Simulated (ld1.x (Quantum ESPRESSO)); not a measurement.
**Plane-wave convergence, RRKJ potential for Sc**

ld1.x (Quantum ESPRESSO) 7.5 input, shortened:

```
&input
   title='Sc', zed=21., rel=1, dft='WC', iswitch=3,
   config='[Ar] 3d1 4s2 4p0'
 /
 &inputp
   pseudotype=2, tm=.false., rho0=0.02, lloc=2,
   nlcc=.false.
 /
3
3S  1  0   2.00   0.00  1.15  1.15  0.0
3P  2  1   6.00   0.00  1.35  1.35  0.0
3D  3  2   1.00   0.00  1.80  1.80  0.0
 &test
   configts(1)='3s2 3p6 3d1 4s2 4p0'
 /
```

Occupied shells without a wave of their own: 4s. They enter only through the test configuration that unscreens the potential.

The pseudo-atom Hamiltonian at the reference potential is diagonalised in spherical Bessel functions j_l(qr) that vanish at 20 bohr, with q² up to the cutoff. All-electron valence levels (Ry): 3s -4.0349, 4s -0.3083, 3p -2.4675, 4p -0.1060, 3d -0.2391.

Question: How do the lowest levels (Ry) of each channel move with the cutoff, and are there ghosts?

Answer:

```json
{"cutoff (Ry)": "8", "s #1": "-3.6472", "s #2": "-0.2861", "s #3": "0.0057", "p #1": "-1.5903", "p #2": "-0.0597", "d #1": "0.0272", "d #2": "0.0960", "f #1": "0.1017", "Σ f·Δε (mRy)": "6339.2"}
{"cutoff (Ry)": "12", "s #1": "-3.6567", "s #2": "-0.2914", "s #3": "0.0049", "p #1": "-2.0568", "p #2": "-0.0825", "d #1": "0.0213", "d #2": "0.0886", "f #1": "0.1017", "Σ f·Δε (mRy)": "3504.3"}
{"cutoff (Ry)": "18", "s #1": "-3.7077", "s #2": "-0.2920", "s #3": "0.0049", "p #1": "-2.3638", "p #2": "-0.0975", "d #1": "0.0027", "d #2": "0.0744", "f #1": "0.1017", "Σ f·Δε (mRy)": "1541.2"}
{"cutoff (Ry)": "30", "s #1": "-3.8701", "s #2": "-0.2963", "s #3": "0.0044", "p #1": "-2.4608", "p #2": "-0.1030", "d #1": "-0.0953", "d #2": "0.0548", "f #1": "0.1017", "Σ f·Δε (mRy)": "527.3"}
{"cutoff (Ry)": "40", "s #1": "-3.9805", "s #2": "-0.2999", "s #3": "0.0040", "p #1": "-2.4622", "p #2": "-0.1033", "d #1": "-0.1963", "d #2": "0.0496", "f #1": "0.1017", "Σ f·Δε (mRy)": "190.2"}
{"cutoff (Ry)": "50", "s #1": "-4.0197", "s #2": "-0.3017", "s #3": "0.0037", "p #1": "-2.4638", "p #2": "-0.1033", "d #1": "-0.2309", "d #2": "0.0485", "f #1": "0.1017", "Σ f·Δε (mRy)": "64.0"}
{"cutoff (Ry)": "60", "s #1": "-4.0283", "s #2": "-0.3023", "s #3": "0.0037", "p #1": "-2.4658", "p #2": "-0.1033", "d #1": "-0.2378", "d #2": "0.0483", "f #1": "0.1017", "Σ f·Δε (mRy)": "26.6"}
{"cutoff (Ry)": "80", "s #1": "-4.0294", "s #2": "-0.3025", "s #3": "0.0037", "p #1": "-2.4674", "p #2": "-0.1033", "d #1": "-0.2390", "d #2": "0.0483", "f #1": "0.1017", "Σ f·Δε (mRy)": "13.0"}
{"cutoff (Ry)": "110", "s #1": "-4.0330", "s #2": "-0.3028", "s #3": "0.0036", "p #1": "-2.4675", "p #2": "-0.1033", "d #1": "-0.2390", "d #2": "0.0483", "f #1": "0.1017", "Σ f·Δε (mRy)": "4.7"}
{"cutoff (Ry)": "140", "s #1": "-4.0348", "s #2": "-0.3029", "s #3": "0.0036", "p #1": "-2.4675", "p #2": "-0.1033", "d #1": "-0.2391", "d #2": "0.0483", "f #1": "0.1017", "Σ f·Δε (mRy)": "0.5"}
{"cutoff (Ry)": "180", "s #1": "-4.0349", "s #2": "-0.3029", "s #3": "0.0036", "p #1": "-2.4676", "p #2": "-0.1033", "d #1": "-0.2391", "d #2": "0.0483", "f #1": "0.1017", "Σ f·Δε (mRy)": "0.2"}
{"cutoff (Ry)": "400", "s #1": "-4.0350", "s #2": "-0.3029", "s #3": "0.0036", "p #1": "-2.4676", "p #2": "-0.1033", "d #1": "-0.2391", "d #2": "0.0483", "f #1": "0.1017", "Σ f·Δε (mRy)": "0.0"}
```

Result: no extra level below or beside the all-electron valence levels (s, p, d, f tested); 10 mRy is reached at 100 Ry and 1 mRy at 140 Ry.

Its largest configuration-test error is +369 meV.
